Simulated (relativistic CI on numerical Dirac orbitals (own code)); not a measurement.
# Hyperfine structure of Ga28+, mass number 69

Calculated at this level of theory: Dirac-Coulomb-Breit CI, KLI orbitals optimised for each configuration, model QED, unscaled Slater integrals (own radial code, finite nucleus).

CI space (outside the closed core 1s2): 2s, 2p, 3s, 3p, 3d, 4s, 4p, 4d, 4f, 5s, 5p, 5d, 5f, 5g. Levels of other configurations are missing.

Nuclear spin I = 3/2, μ = 2.01502 μN, Q = 0.171 b (tables of Stone and Pyykkö). The electronic factors are computed for point nuclear moments, without core polarisation or the Bohr-Weisskopf and QED corrections.

```json
{"Level": "2s ²S1/2", "E (Ry)": "0.000", "A (GHz)": "1280", "B (GHz)": ""}
{"Level": "2p ²P°1/2", "E (Ry)": "4.394", "A (GHz)": "404.7", "B (GHz)": ""}
{"Level": "2p ²P°3/2", "E (Ry)": "6.902", "A (GHz)": "74.31", "B (GHz)": "17.7"}
{"Level": "3s ²S1/2", "E (Ry)": "123.107", "A (GHz)": "377.1", "B (GHz)": ""}
{"Level": "3p ²P°1/2", "E (Ry)": "124.328", "A (GHz)": "121.8", "B (GHz)": ""}
{"Level": "3p ²P°3/2", "E (Ry)": "125.070", "A (GHz)": "22.38", "B (GHz)": "5.35"}
{"Level": "3d ²D3/2", "E (Ry)": "125.520", "A (GHz)": "12.65", "B (GHz)": "1.01"}
{"Level": "3d ²D5/2", "E (Ry)": "125.755", "A (GHz)": "5.351", "B (GHz)": "1.4"}
```

Levels with J = 0, under 50 % of one LS term, or S terms without an open s electron are left out. Small factors come from cancelling terms and can be off by tens of per cent or more.

At this charge energies of transitions that change n are usually good to better than 1 %, and those within a shell (Δn = 0) to a few per cent.

Q: Give the hyperfine levels of 2s ²S1/2 relative to its centre of gravity.

A: With K = F(F + 1) − I(I + 1) − J(J + 1), E = AK/2: F = 1: -1600, F = 2: 959.9 GHz.
